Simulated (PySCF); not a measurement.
Two-dimensional NMR puzzle

Compound of formula C₄H₁₆OSi₃. Correlations simulated from computed shifts and the bond graph:

HSQC (one-bond C–H):
```tsv
δH	δC
3.63	75.7
1.18	27.3
```

COSY cross peaks (H two or three bonds apart, from the bond graph; peaks can be absent where the dihedral angle is near 90°):
```tsv
δH	δH
3.63	1.18
```

HMBC (two and three bonds, from the bond graph):
```tsv
δH	δC
4.12	55.6
3.63	55.6, 27.3
1.18	75.7, 27.3
```

Carbons without hydrogens: δ 55.6.

Calculated, not measured (PySCF): structure optimised with GFN2-xTB, shielding tensors at PBE0/pcSseg-1 (GIAO). No relativistic terms, a single conformation, equivalent nuclei averaged, no solvent model.

δ = σ(ref) − σ, references computed at the same level: $^{1}$H (σ = 31.72 ppm) and $^{13}$C (σ = 186.93 ppm) against TMS.

Exchangeable hydrogens are left out of these lists.

Problem. Which molecule is this?

Solution. SMILES CC(C)OC([SiH3])([SiH3])[SiH3].

Atoms are numbered as in `[CH3:1][CH:2]([CH3:3])[O:4][C:5]([SiH3:6])([SiH3:7])[SiH3:8]`. Hydrogens are named by the atom that carries them.

1. δC 75.7 is C2, an sp3 CH bonded to O (δH 3.63).
2. δC 55.6 is C5, a fully substituted sp3 carbon bonded to O and 3 Si.
3. δC 27.3 is C1/C3, a methyl carbon (δH 1.18).
4. HMBC from δH 4.12 reaches the proton-free carbon C5.
5. HMBC from δH 3.63 reaches the proton-free carbon C5.
6. COSY links 3.63–1.18.

The shifts were computed for this structure.

Shifts are as computed. Against solution values, carbons near 30 ppm lie about +3 ppm off and those near 130 ppm about +5 ppm. Of 1211 compounds with measured shifts, 218 miss one by over three times the rms of a fit or turn the order of signals round; such compounds aren't used in these exercises.
